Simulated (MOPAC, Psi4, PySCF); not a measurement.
Two rigid molecules brought together: N2 ··· F4Si (SMILES N#N and F[Si](F)(F)F). Monomers: optimised at B3LYP-D3(BJ) (def2-TZVP), held rigid. Orientation: lowest of the rigid-body minima from ten starts at GFN2-xTB. The monomers approach along the line of their centres of mass (distance R); nothing else relaxes. The table gives interaction energies.

| R / Å | A | B | C |
|---|---|---|---|
| 2.93 | 1.05 | 44.65 | 83.63 |
| 3.16 | -16.85 | 16.14 | 23.07 |
| 3.38 | -20.67 | 3.16 | 5.28 |
| 3.57 | -19.44 | -1.98 | 2.02 |
| 3.79 | -16.19 | -4.28 | -0.01 |
| 3.98 | -13.08 | -4.66 | -1.25 |
| 4.25 | -8.99 | -4.16 | -1.42 |
| 4.53 | -5.58 | -3.26 | -0.92 |
| 5.09 | -1.78 | -1.72 | -0.47 |
| 5.79 | -0.49 | -0.71 | -0.25 |
| 6.74 | -0.20 | -0.25 | -0.09 |
| 8.07 | -0.09 | -0.08 | -0.02 |

Energies in kJ/mol.

Task: Assign the columns to these levels of theory: AM1, restricted, heats of formation run with MOPAC; PBE-D3(BJ)/def2-TZVP, counterpoise-corrected (Psi4); restricted B3LYP/3-21G, no counterpoise correction run with PySCF 2.14.0.

Result: A is RKS-B3LYP/3-21G; B is PBE-D3(BJ)/def2-TZVP; C is AM1.
